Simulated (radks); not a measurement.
Trend from La to Lu: ionisation energy by Delta-SCF between NIST ground configurations, and size. Method: scalar-relativistic Kohn-Sham, LDA (Slater exchange, Perdew-Wang correlation), spin-polarised, spherical densities, point nucleus; open shells are filled with parallel spins first (spin-orbit coupling, left out, can overturn this in heavy ions); computed with a radial shooting solver on a logarithmic mesh with Libxc functionals.

| species | configuration | IE (eV) | NIST (eV) | kind | outermost | <r> outermost (bohr) |
|---|---|---|---|---|---|---|
| La | [Xe] 5d1 6s2 | 5.934 | 5.577 | exp. | 6s | 4.43 |
| Ce | [Xe] 4f1 5d1 6s2 | 6.063 | 5.539 | exp. | 6s | 4.37 |
| Pr | [Xe] 4f3 6s2 | 5.625 | 5.470 | semi-emp. | 6s | 4.49 |
| Nd | [Xe] 4f4 6s2 | 5.677 | 5.525 | exp. | 6s | 4.44 |
| Pm | [Xe] 4f5 6s2 | 5.729 | 5.582 | exp. | 6s | 4.39 |
| Sm | [Xe] 4f6 6s2 | 5.780 | 5.644 | exp. | 6s | 4.35 |
| Eu | [Xe] 4f7 6s2 | 5.831 | 5.670 | exp. | 6s | 4.30 |
| Gd | [Xe] 4f7 5d1 6s2 | 6.256 | 6.150 | exp. | 6s | 4.07 |
| Tb | [Xe] 4f9 6s2 | 6.080 | 5.864 | exp. | 6s | 4.15 |
| Dy | [Xe] 4f10 6s2 | 6.183 | 5.939 | exp. | 6s | 4.09 |
| Ho | [Xe] 4f11 6s2 | 6.281 | 6.022 | exp. | 6s | 4.03 |
| Er | [Xe] 4f12 6s2 | 6.375 | 6.108 | exp. | 6s | 3.98 |
| Tm | [Xe] 4f13 6s2 | 6.467 | 6.184 | exp. | 6s | 3.92 |
| Yb | [Xe] 4f14 6s2 | 6.558 | 6.254 | exp. | 6s | 3.87 |
| Lu | [Xe] 4f14 5d1 6s2 | 5.595 | 5.426 | exp. | 6s | 3.65 |

Reference values: NIST Atomic Spectra Database (exp. = measured, semi-emp. = semi-empirical, theory = theoretical value adopted there). Open shells are spherical and high-spin; term and fine-structure splittings are not resolved. Spin-orbit splitting is averaged out at the scalar-relativistic level.
